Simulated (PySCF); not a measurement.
Computed structure and properties of TbF3(H2O)

System: TbF3(H2O) (singlet in the valence; each metal's 4f electrons, 8 of them, lie in its core potential, out of spins and levels); start: template (Cs). Method: PySCF 2.14.0, RKS PBE0, Tb lcecp-1-SVP with ECP54, F def2-SVP, O def2-SVP, H def2-SVP; non-relativistic Hamiltonian with scalar-relativistic core potentials where named; density fitting; no spin-orbit coupling.

Input of the relaxation:

```python
mol = gto.M(atom='''
Tb     0.01389    -0.01389     0.01389
F      1.22539     1.19761     1.22539
F     -1.19761    -1.22539     1.22539
F      1.22539    -1.22539    -1.19761
O     -1.40641     1.40641    -1.40641
H     -1.74701     2.29151    -1.20251
H     -1.74701     1.20251    -2.29151''',
    basis={'Tb': 'lcecp-1-SVP', 'F': 'def2-SVP', 'O': 'def2-SVP', 'H': 'def2-SVP'},
    ecp={'Tb': 'lcecp-1-SVP'},
    charge=0, spin=0)
mf = dft.RKS(mol, xc='PBE0')
mf.grids.atom_grid = (50, 194)  # f atoms: unpruned, at least (60, 302)
mf = mf.density_fit()  # fitting sets: Tb AutoAux, F def2-universal-JKFIT, O def2-universal-JKFIT, H def2-universal-JKFIT
mf.conv_tol = 1e-08; mf.max_cycle = 55
mf.kernel(dm0)  # dm0: converged density of the start geometry
# quasi-Newton relaxation in Cartesian coordinates to a largest gradient under 0.00045 Eh/bohr, steps kept in the point group
```

Run from Python with OMP_NUM_THREADS=2; the lines above give its settings. Where DIIS fails, smearing, a level shift and second-order steps follow.
It took 41 s on 2 threads of Arm Neoverse V2, with other jobs on the host, from the converged density of the start.

Course of the relaxation:

| step | energy above end (eV) | largest force component within the symmetry (eV/Å) |
| --- | --- | --- |
| 0 | 0.2482 | 1.098 |
| 1 | 0.0811 | 0.460 |
| 2 | 0.0439 | 0.195 |
| 3 | 0.0220 | 0.194 |
| 4 | 0.0023 | 0.062 |
| 5 | 0.0015 | 0.051 |
| 6 | 0.0003 | 0.028 |
| 7 | 0.0002 | 0.015 |
| 8 | 0.0001 | 0.012 |
| 9 | 0.0000 | 0.019 |

Relaxed geometry (Cs):

```xyz
7

Tb    0.0818   -0.0873    0.0873
F     1.0805    1.3587    1.1227
F    -1.3054   -1.1405    1.1405
F     1.0805   -1.1227   -1.3587
O    -1.3020    1.3206   -1.3206
H    -1.6344    2.2008   -1.1038
H    -1.6344    1.1038   -2.2008
```

```json
{"contact": "Tb1–F2 (F)", "Å": "2.040"}
{"contact": "Tb1–F3 (F)", "Å": "2.035"}
{"contact": "Tb1–F4 (F)", "Å": "2.040"}
{"contact": "Tb1–O5 (H2O)", "Å": "2.425"}
```

On the finer grid (75, 302):

| Quantity | Value |
| --- | --- |
| HOMO | -9.44 eV |
| LUMO | -1.16 eV |
| Dipole about the centre of mass | 6.73 D |
| Set of Mulliken populations of Tb1 outside the core potential | s 2.15, p 6.33, d 1.23, f 0.09 |
| D3(BJ) dispersion energy (not in the energies) | -0.083 eV |

| atom | Mulliken (e) | Löwdin (e) | spin (e) |
| --- | --- | --- | --- |
| Tb1 | 1.21 | 0.73 | 0.00 |
| F2 | -0.46 | -0.34 | 0.00 |
| F3 | -0.46 | -0.33 | 0.00 |
| F4 | -0.46 | -0.34 | 0.00 |
| O5 | -0.30 | 0.00 | 0.00 |
| H6 | 0.24 | 0.14 | 0.00 |
| H7 | 0.24 | 0.14 | 0.00 |

The 4f levels lie in the core potential and are missing. Their spin isn't counted.

On the grid (50, 194), as all that follows. Harmonic modes: a minimum within the noise of the softest modes; lowest 15 cm⁻¹ (negative: unstable), highest 3946 cm⁻¹, zero-point energy 0.782 eV.

Taking off one F (charge -1, singlet; the rest: singlet) in vacuum, both parts rigid, costs 11.11 eV; the small basis without counterpoise inflates it. Most of it is the attraction of opposite charges; other ways to part are cheaper, and one spin state was tried for the rest.

Rigid scan of F along the line from its metal:

(distance to F2 (Å), energy (eV)): (1.74, 1.392), (1.84, 0.525), (1.94, 0.111), (2.04, 0.000), (2.14, 0.086), (2.24, 0.298), (2.44, 0.920), (2.74, 1.995), (3.14, 3.308), (3.64, 4.542)

Taking off one H2O (charge 0, singlet; the rest: singlet) in vacuum, both parts rigid, costs 1.39 eV; the small basis without counterpoise inflates it.

Rigid scan of H2O along the line from its metal:

```tsv
distance to O5 (Å)	energy (eV)
2.12	0.396
2.22	0.150
2.32	0.033
2.42	0.000
2.52	0.021
2.62	0.076
2.82	0.230
3.12	0.479
3.52	0.748
4.02	0.973
```

One start shape was tried, so this needn't be the lowest isomer.

An lcecp potential fixes the number of 4f electrons, so in runs with it no electron can move into or out of that shell.
